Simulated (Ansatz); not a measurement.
Reaction (germylene formation by 1,1-elimination): `[OH][GeH]([Cl])[GeH3]` → `[Cl][GeH3]` + `[OH][GeH]`

Computed with Ansatz on PBE0-D4/def2-TZVP structures; ΔE is electronic, products minus reactants. CBS: MP2 limit from def2 TZ/QZ plus the TZ coupled-cluster correction, frozen cores. Functionals use def2-TZVPP. For Ge outer-core shells are correlated without core-valence functions, which leaves a few kJ/mol of doubt a bond. Scalar relativity is left out up to krypton. Each species was taken in one conformer, which may not be the lowest.

Task: Is it downhill or uphill in electronic energy at CCSD(T)/CBS, and by how much? (Best estimate.)

Result: The calculation gave: Uphill: ΔE = +145.9 kJ/mol.

Task: What do these levels give: LDA (SPW92), BLYP-D4, PBE, revPBE, CAM-B3LYP, LC-ωPBE, MP2/def2-SVP, MP2/def2-TZVPP, CCSD/def2-TZVPP, MP2/def2-QZVPP, HF/CBS(def2), CCSD/CBS(def2)? (Estimate.)

Result: The calculation gave: LDA (SPW92) 174.3, BLYP-D4 118.6, PBE 135.3, revPBE 118.8, CAM-B3LYP 130.5, LC-ωPBE 156.6, MP2/def2-SVP 152.2, MP2/def2-TZVPP 163.2, CCSD/def2-TZVPP 148.6, MP2/def2-QZVPP 159.3, HF/CBS(def2) 121.6, CCSD/CBS(def2) 143.0 kJ/mol.

Largest T1 diagnostic among the species: 0.016.

The D4 term adds +14.7 kJ/mol with B3LYP and +8.2 kJ/mol with PBE0; it sums over pairs of atoms, weighted by their polarisabilities, and B3LYP, whose exchange is more repulsive, gets the larger term. From PBE to PBE0 (25 % exact exchange), in def2-TZVPP and without D4, ΔE moves by +13.5 kJ/mol. Leaving LDA and LC-ωPBE aside and taking each functional with its dispersion term where it has one, the values, not all of them listed here, spread over 46.4 kJ/mol, from BLYP-D4 to PBE-QIDH. LDA lies +39.0 kJ/mol from PBE without D4.

B3LYP here is the variant with VWN-RPA as its local correlation; programs differ in this.
